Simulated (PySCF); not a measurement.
Job for PySCF: R-HF/3-21G on ZrS, 2S+1 = 1, a spin state set in the input, which need not be the lowest, a point of a bond scan (R = 2.150 Å).

```python
from pyscf import gto, scf, dft, mp
from pyscf.data.elements import chemcore

mol = gto.M(
    atom='''
    Zr    0.00000000    0.00000000    0.00000000
    S     0.00000000    0.00000000    2.14994600
    ''',
    basis='3-21g',
    charge=0, spin=0, verbose=3, max_memory=1800)
mf = scf.RHF(mol)
mf.conv_tol = 1e-8
mf.max_cycle = 100
mf.kernel()
if not mf.converged:
    mf = mf.newton().run(mf.mo_coeff, mf.mo_occ)
```

Output:

```
converged SCF energy = -3917.58450219254
```

The run converged.

Cost: roughly 0.3 core-seconds.
